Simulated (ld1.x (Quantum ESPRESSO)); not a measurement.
## An all-electron radial function and its pseudo partner (carbon)

Columns: radius, all-electron u(r) and pseudo u(r) of the 2p shell (level -5.42 eV) of carbon in the configuration [He] 2s2 2p2; LDA (PZ), non-relativistic, PAW scheme, ld1.x (Quantum ESPRESSO) 7.5.

```tsv
r (bohr)	all-electron	pseudo
0.085	0.0359	0.0096
0.170	0.1140	0.0377
0.255	0.2071	0.0827
0.340	0.3006	0.1415
0.425	0.3872	0.2107
0.510	0.4635	0.2861
0.595	0.5284	0.3634
0.680	0.5819	0.4385
0.765	0.6244	0.5077
0.850	0.6568	0.5680
0.935	0.6802	0.6176
1.020	0.6956	0.6553
1.105	0.7041	0.6810
1.190	0.7068	0.6956
1.275	0.7045	0.7005
1.360	0.6982	0.6977
1.445	0.6885	0.6890
1.530	0.6762	0.6766
1.615	0.6617	0.6618
1.700	0.6456	0.6456
1.785	0.6282	0.6282
1.870	0.6098	0.6098
1.955	0.5908	0.5908
2.040	0.5714	0.5714
2.125	0.5517	0.5517
2.210	0.5320	0.5320
```

(1) How many radial nodes do the two functions have?

(2) At about which radius was the pseudo-wave matched?

(3) Where does each function peak?

(4) Is the pseudo-wave norm-conserving?

Answers

(1) The all-electron 2p function has n − l − 1 = 0; the pseudo-wave has 0.

(2) 1.70 bohr. The columns agree to 0.0005 from 1.45 bohr on; several derivatives are matched, so the curves merge somewhat inside the radius.

(3) Outermost all-electron maximum near 1.19 bohr, pseudo maximum near 1.27 bohr (to the table’s step).

(4) No, it belongs to a PAW set: the norm inside the radius is not constrained, and the difference is carried by the augmentation charge.
